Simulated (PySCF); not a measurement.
# Continuum solvent and chemical shifts

Numbering as in the mapped SMILES `[CH2:1]=[C:2]([CH3:3])/[CH:4]=[CH:5]/[B:6]([Cl:7])[Cl:8]`; H(Xn) means a hydrogen on atom n. Ha(C1) is cis to C3; Hb(C1) is trans to C3.

GIAO PBE0/pcSseg-1 in PySCF 2.14.0 with density-fitted response routines on one PBE0-D3(BJ)/def2-SVP conformer, non-relativistic, equivalent nuclei averaged. Solvents enter as an IEF-PCM continuum (chloroform with ε = 4.7, dichloromethane with ε = 8.9) around the gas-phase geometry. Shifts are referred to TMS, BF3·OEt2 computed in the same medium.

In chloroform, δ in ppm: C4 171.7, C2 151.6, C1 142.6, C5 131.5, C3 20.0, B6 54.6, H(C4) 7.66, H(C5) 6.21, Ha(C1) 6.18, Hb(C1) 6.06, H(C3) 2.03. Dipole moment 4.10 D.

**Question.** How does each δ change in the more polar medium?

**Answer.** 
| atoms | environment | Δδ, dichloromethane |
| --- | --- | --- |
| C4 | alkene CH | +0.5 |
| C2 | fully substituted alkene carbon | +0.2 |
| C1 | terminal =CH2 carbon | +0.8 |
| C5 | alkene CH | 0.0 |
| C3 | allylic methyl carbon | +0.1 |
| B6 | boron bonded to C, 2 Cl | 0.0 |
| H(C4) | hydrogen on an alkene CH | +0.03 |
| H(C5) | hydrogen on an alkene CH | +0.03 |
| Ha(C1) | hydrogen on a terminal =CH2 carbon | +0.05 |
| Hb(C1) | hydrogen on a terminal =CH2 carbon | +0.05 |
| H(C3) | hydrogen on an allylic methyl carbon | +0.01 |

Changes are relative to chloroform. The dipole moment becomes 4.23 D in dichloromethane.

**Question.** Which nuclei move most (in ppm), and what does the model miss?

**Answer.** C1 (terminal =CH2 carbon, +0.8 ppm) in dichloromethane. A continuum only polarises the solute; specific hydrogen bonds, the anisotropy of aromatic solvents and changes of geometry or conformer are outside it.
